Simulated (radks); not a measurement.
Q: Valence configurations of Yb+ (all share [Xe]). Method: non-relativistic Kohn-Sham, PBE, spin-polarised, spherical densities, point nucleus; open shells are filled with parallel spins first (spin-orbit coupling, left out, can overturn this in heavy ions); relativity is left out, which matters for an element this heavy; computed with a radial shooting solver on a logarithmic mesh with Libxc functionals. Order these by energy: 4f14 5d0.5 6s0.5; 4f13 6s1 6p1; 4f13.5 5d1 6p0.5; 4f13 5d1 6s1; 4f12.5 5d1 6s1.5; 4f13.5 6s1 6p0.5; 4f12 6s1 6p2; 4f14 6s1; 4f13 5d2; 4f14 6p1.

A: From the lowest, in eV above it: 4f14 6s1 0.000; 4f14 5d0.5 6s0.5 0.814; 4f14 6p1 3.015; 4f13.5 6s1 6p0.5 5.111; 4f13.5 5d1 6p0.5 6.025; 4f13 5d1 6s1 9.089; 4f13 5d2 9.855; 4f13 6s1 6p1 12.501; 4f12.5 5d1 6s1.5 16.309; 4f12 6s1 6p2 34.796. NIST lists [Xe] 4f14 6s1 as the ground configuration; this level of theory agrees among the configurations tried. The energies are those of spherical high-spin densities, not of single terms. Relativity is left out, which favours d and f over s occupation in heavy atoms.
